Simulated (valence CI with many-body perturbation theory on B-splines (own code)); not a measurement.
## Rb²⁴⁺: electric-dipole lines

Level of theory: valence CI with perturbative core correlation (CI+MBPT): three valence electrons over a frozen Dirac-Fock core [Ne], radial functions for each j: 11 s, 11 p, 9 d, 7 f, 5 g, 2 h, 1 i, with the one-electron correlation potential Σ1 (screened to all orders), the two-electron term Σ2, the three-electron term Σ3, Breit, model QED; selected single and double excitations, second order for the rest (own B-spline code, finite nucleus).

No measured levels were compared; by estimate levels of excited configurations hold to 0.05 to 0.15 % of their energy, terms of the ground configuration to about 0.5 %.

Lines 51 to 100 of 275 in falling wavelength, among levels below 2108000 cm⁻¹, chosen from the strongest by gf and those to the six lowest levels. Wavelengths and rates use the calculated energies, so an error of 600 cm⁻¹ moves a line at 17.18 nm by 0.1 % and its rate by three times that or more. Electric multipoles are in the length gauge, E1 and E2 with the static RPA response of the core. Weak lines are less certain than strong ones. Lines between different terms over intervals too small for the method are left out, as are lines whose strength nearly cancels. The highest levels of a list are the least certain.

Names give the largest LS component (configuration and term), which can be under half, so a name can repeat, a term be missing and a line seem to break the LS rules; names also repeat where a configuration has a term twice. Letters in brackets count levels of one name in rising energy.

```tsv
λ vac (nm)	Upper	Lower	A (s⁻¹)	S (a.u.)
17.18	3p²3d ⁴F_3/2	3s3p3d ⁴F°_3/2	1.04e+10	1.04e-01
17.17	3p²3d ⁴F_7/2	3s3p3d ⁴P°_5/2	1.30e+10	2.60e-01
17.15	3p²3d ²G_7/2	3s3p3d ⁴D°_5/2	4.06e+09	8.10e-02
17.12	3s3p3d ⁴F°_3/2	3s3p² ²D_3/2	1.98e+09	1.96e-02
16.94	3p²3d ⁴P_3/2	3s3p3d ⁴D°_5/2	1.01e+10	9.71e-02
16.76	3p²3d ²F_7/2 [a]	3s3p3d ⁴F°_7/2	4.37e+09	8.12e-02
16.58	3p²3d ⁴D_7/2	3s3p3d ²F°_5/2 [a]	3.08e+09	5.54e-02
16.51	3s3p3d ⁴F°_5/2	3s3p² ²D_3/2	1.98e+08	2.63e-03
16.49	3s3p3d ²P°_3/2 [a]	3s²3d ²D_3/2	6.50e+09	5.76e-02
16.48	3p²3d ²F_5/2 [a]	3s3p3d ⁴F°_5/2	7.57e+09	1.00e-01
16.41	3p²3d ⁴D_7/2	3s3p3d ⁴D°_7/2	7.95e+09	1.39e-01
16.39	3p³ ²D°_3/2	3s3p² ⁴P_3/2	4.40e+09	3.82e-02
16.26	3s3p² ²D_3/2	3s²3p ²P°_1/2	1.14e+10	9.66e-02
16.26	3p²3d ⁴F_7/2	3s3p3d ⁴F°_7/2	8.52e+09	1.45e-01
16.02	3p²3d ²P_1/2 [b]	3s3p3d ⁴P°_1/2	1.13e+10	4.60e-02
16.02	3p²3d ²P_1/2 [b]	3s3p3d ⁴P°_3/2	1.14e+10	4.61e-02
15.94	3p³ ²D°_5/2	3s3p² ⁴P_5/2	1.65e+09	1.97e-02
15.92	3p²3d ²F_5/2 [a]	3s3p3d ⁴F°_3/2	3.88e+09	4.64e-02
15.80	3p²3d ²F_7/2 [b]	3s3p3d ²F°_7/2 [a]	2.47e+10	3.85e-01
15.80	3p²3d ²G_9/2	3s3p3d ⁴D°_7/2	4.15e+09	8.09e-02
15.80	3s3p3d ⁴P°_5/2	3s3p² ²D_5/2	3.76e+09	4.39e-02
15.74	3p²3d ²D_5/2	3s3p3d ²D°_3/2	1.49e+10	1.72e-01
15.68	3p³ ⁴S°_3/2	3s3p² ⁴P_5/2	2.06e+10	1.57e-01
15.64	3p²3d ²F_5/2 [b]	3s3p3d ²D°_5/2 [a]	8.85e+09	1.00e-01
15.63	3p²3d ⁴F_9/2	3s3p3d ⁴F°_7/2	8.91e+09	1.68e-01
15.56	3s3p3d ²F°_7/2 [b]	3s²3d ²D_5/2	6.05e+10	8.99e-01
15.41	3p²3d ⁴F_7/2	3s3p3d ⁴F°_5/2	6.07e+09	8.77e-02
15.38	3p²3d ⁴D_5/2	3s3p3d ⁴F°_7/2	1.20e+10	1.30e-01
15.35	3p²3d ²D_5/2	3s3p3d ⁴D°_7/2	1.00e+10	1.07e-01
15.28	3p²3d ²D_5/2	3s3p3d ⁴D°_5/2	1.21e+10	1.28e-01
15.28	3p²3d ²D_3/2 [a]	3s3p3d ⁴D°_5/2	1.06e+10	7.48e-02
15.27	3p²3d ²D_3/2 [b]	3s3p3d ²F°_5/2 [a]	2.76e+10	1.94e-01
15.26	3p²3d ⁴P_5/2	3s3p3d ⁴D°_3/2	6.58e+09	6.93e-02
15.23	3p³ ²P°_1/2	3s3p² ²D_3/2	3.57e+10	1.24e-01
15.20	3p²3d ⁴D_7/2	3s3p3d ⁴F°_9/2	1.32e+10	1.83e-01
15.20	3p²3d ²P_3/2 [a]	3s3p3d ⁴F°_3/2	1.23e+10	8.53e-02
15.20	3p²3d ⁴P_5/2	3s3p3d ⁴P°_5/2	1.49e+10	1.55e-01
15.09	3p²3d ⁴P_3/2	3s3p3d ⁴D°_3/2	8.48e+09	5.75e-02
15.09	3s3p3d ²P°_1/2 [a]	3s²3d ²D_3/2	1.25e+10	4.23e-02
15.06	3s3p3d ²F°_5/2 [b]	3s²3d ²D_3/2	5.77e+10	5.83e-01
15.02	3s3p3d ⁴F°_3/2	3s3p² ⁴P_5/2	5.65e+08	3.78e-03
14.99	3p³ ²D°_5/2	3s3p² ⁴P_3/2	7.47e+07	7.45e-04
14.97	3p²3d ⁴D_1/2	3s3p3d ⁴F°_3/2	2.40e+10	7.95e-02
14.97	3p²3d ²F_5/2 [b]	3s3p3d ²D°_3/2	1.44e+10	1.43e-01
14.93	3p³ ²P°_3/2	3s3p² ²D_5/2	2.27e+10	1.49e-01
14.89	3p³ ²D°_3/2	3s3p² ⁴P_1/2	6.56e+09	4.28e-02
14.87	3s3p3d ⁴P°_5/2	3s3p² ²D_3/2	3.83e+08	3.73e-03
14.81	3s3p3d ⁴D°_3/2	3s3p² ²D_3/2	2.04e+09	1.31e-02
14.76	3p³ ⁴S°_3/2	3s3p² ⁴P_3/2	2.10e+10	1.33e-01
14.76	3p²3d ²F_5/2 [b]	3s3p3d ²F°_5/2 [a]	8.84e+09	8.41e-02
```
